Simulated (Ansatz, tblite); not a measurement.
Cost and result up the ladder for Ge₁₉AsH₃₆⁻ (56 atoms). The state is a singlet with charge -1. Geometry: PBE-D4/def2-SVP.

Cartesian coordinates in Å:
```
Ge -4.354 1.264 0.374
Ge -2.336 2.677 3.581
As -1.750 -1.108 2.428
Ge -3.443 -2.160 -1.603
Ge -0.774 0.948 -2.587
Ge -0.727 -2.939 -4.034
Ge 1.020 0.753 4.767
Ge 0.699 1.191 0.445
Ge 4.072 0.196 2.611
Ge 1.197 -1.044 -0.359
Ge 2.535 -0.534 -4.406
Ge 4.498 0.936 -1.416
Ge -5.232 -0.748 -0.702
Ge -0.929 2.057 5.479
Ge -3.399 0.724 2.559
Ge -2.116 -1.028 -3.338
Ge 1.130 -2.236 -5.462
Ge 1.956 1.447 2.607
Ge 5.591 0.694 0.758
Ge 2.987 -0.895 -2.029
H -5.493 2.299 0.649
H -3.278 1.950 -0.508
H -3.449 3.668 4.049
H -1.461 3.435 2.542
H -2.862 -2.138 2.146
H -1.859 -1.355 3.949
H -4.147 -3.480 -2.072
H -2.574 -2.575 -0.372
H -2.092 1.853 -2.434
H -0.492 1.375 -4.110
H -1.493 -4.067 -4.805
H -0.046 -3.655 -2.823
H 0.626 -0.753 4.742
H 2.102 0.898 5.887
H -0.793 1.507 0.728
H 1.335 2.317 -0.412
H 3.771 -1.331 2.589
H 4.855 0.465 3.937
H -0.042 -1.835 -0.841
H 1.836 -1.859 0.824
H 1.956 0.889 -4.615
H 3.947 -0.558 -5.085
H 3.728 2.290 -1.424
H 5.623 1.064 -2.494
H -6.119 -1.478 0.361
H -6.208 -0.303 -1.837
H -1.791 1.270 6.515
H -0.440 3.349 6.206
H -4.555 0.297 3.524
H -3.164 -0.959 -4.516
H 0.614 -1.660 -6.819
H 2.068 -3.431 -5.837
H 2.379 2.939 2.846
H 6.369 2.007 1.095
H 6.669 -0.431 0.655
H 3.852 -2.197 -1.915
```

Ansatz on 11 threads of AMD EPYC 7R13 on a shared host and a whole NVIDIA H100 80GB HBM3; xTB runs through tblite on one thread. Times are rough, summed over both states, and most runs start from the orbitals of an earlier one. r2SCAN0-D4/def2-TZVP serves as the yardstick here, not as an exact answer. Differences are given only for rows in sets of like size (and for xTB, whose basis is part of the method), since another set adds its own error. The other state is a triplet at its own geometry.

The xTB rows come from tblite. Single mean-field runs in def2-TZVP are fitted with def2-universal-jkfit.

xTB has no spin-polarisation term.

```csv
level,functions,wall time
GFN2-xTB,216,1.2 s
GFN1-xTB,252,1.3 s
HF/STO-3G,396,12 s
PBE-D4/def2-TZVP (with forces),1176,21 s
r2SCAN-D4/def2-TZVP,1176,24 s
PBE0-D4/def2-TZVP,1176,38 s
r2SCAN0-D4/def2-TZVP (with forces),1176,47 s
```

Task: Estimate what each level gives for the triplet − singlet (eV).

Result: 
```
                             level  triplet − singlet (eV)  difference from r2SCAN0-D4/def2-TZVP (eV)                    remarks
                          GFN2-xTB                    2.00                                       0.16                          –
                          GFN1-xTB                    2.31                                       0.47                          –
                         HF/STO-3G                    3.02                                          –  HOMO above zero (triplet)
    PBE-D4/def2-TZVP (with forces)                    1.82                                      -0.02                          –
               r2SCAN-D4/def2-TZVP                    1.80                                      -0.04                          –
                 PBE0-D4/def2-TZVP                    1.90                                       0.06                          –
r2SCAN0-D4/def2-TZVP (with forces)                    1.84                                       0.00                          –
```
